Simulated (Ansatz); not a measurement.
`O=C([SiH3])[SiH](O)Cl` + `N=[C](O)[GaH2]` → `O/[C]([GaH2])=N/[SiH3]` + `O=C[SiH](O)Cl`  (ligand exchange at the Si–C bond)

Gas-phase electronic energies from Ansatz, PBE0-D4/def2-TZVP geometries. CCSD(T)/CBS adds triple-zeta CCSD(T) − MP2 to the extrapolated MP2 energy (def2 sets, frozen cores). DFT in def2-TZVPP. B3LYP here is the variant with VWN-RPA as its local correlation; programs differ in this. For Ga outer-core shells are correlated without core-valence functions, which leaves a few kJ/mol of doubt a bond. Scalar relativity is left out up to krypton. One conformer a species, not always the lowest.

| level | ΔE (kcal/mol) | difference from CCSD(T)/CBS |
| --- | --- | --- |
| PBE-D4 | -16.7 | 2.3 |
| B3LYP-D4 | -17.5 | 1.5 |
| ωB97X-V | -18.3 | 0.7 |
| B2PLYP | -18.4 | 0.6 |
| r2SCAN | -19.1 | -0.1 |
| PBE0 | -18.2 | 0.8 |
| SCS-MP2/def2-TZVPP | -19.7 | -0.7 |
| MP2/def2-QZVPP | -20.4 | -1.4 |
| MP2/CBS(def2) | -20.4 | -1.4 |
| CCSD/CBS(def2) | -19.0 | 0.0 |
| CCSD(T)/CBS | -19.0 | 0 |

Largest T1 diagnostic among the species: 0.015.

From PBE to PBE0 (25 % exact exchange), in def2-TZVPP and without D4, ΔE moves by −1.8 kcal/mol.
